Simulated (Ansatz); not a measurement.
The same path of Cl2FH2NTi + H2S (10 atoms, charge 0, multiplicity 1) was run twice with different band settings. Lost on the way: S8–H10. Made: Ti1–S8, N2–H10.

The calculation used RKS B3LYP-D4/def2-SVP in Ansatz.

Relaxed end points:

```xyz
10
Properties=species:S:1:pos:R:3
Ti -0.299 -0.269 0.129
N 0.074 -0.478 1.904
H -0.301 -1.181 2.540
H 0.748 0.155 2.347
Cl 1.598 -0.326 -0.993
Cl -1.225 1.729 -0.175
F -1.379 -1.551 -0.313
S 2.100 2.369 1.839
H 1.348 3.125 2.674
H 1.246 2.573 0.808
```

```xyz
10
Properties=species:S:1:pos:R:3
Ti -0.033 0.731 0.081
N 0.637 -0.089 2.110
H 0.417 -1.088 2.099
H 1.641 -0.004 2.275
Cl 1.423 -0.778 -0.679
Cl -0.631 1.772 -1.768
F -1.562 0.100 0.661
S 0.724 2.767 0.923
H 1.152 2.408 2.157
H 0.141 0.329 2.900
```

Common settings: movable images 7; climbing image yes; spring 5.0 eV/Å²; optimiser quadratic models (default); start path through a guess of the saddle point; iteration limit 60; end points relaxed.

| run | force threshold |
| --- | --- |
| 1 | 0.05 eV/Å |
| 2 | 0.5 eV/Å |

(1) What does each run give, and how far can it be trusted?

## Answers

(1) Run 1: converged after 18 iterations, highest image 0.726 eV above the first end. A vibrational analysis at the climbing image gives one clearly imaginary mode, 1089i cm⁻¹: a first-order saddle point.
Run 2: converged after 11 iterations, highest image 0.725 eV above the first end. The threshold of 0.5 eV/Å is loose, so the images may lie well off the minimum-energy path. Another band between the same ends (7 images) ends at a top of the same energy, where a vibrational analysis finds 1 clearly imaginary mode.
The orbitals stay closed-shell, which can raise the energy where a bond breaks towards radicals; this wasn't checked here.
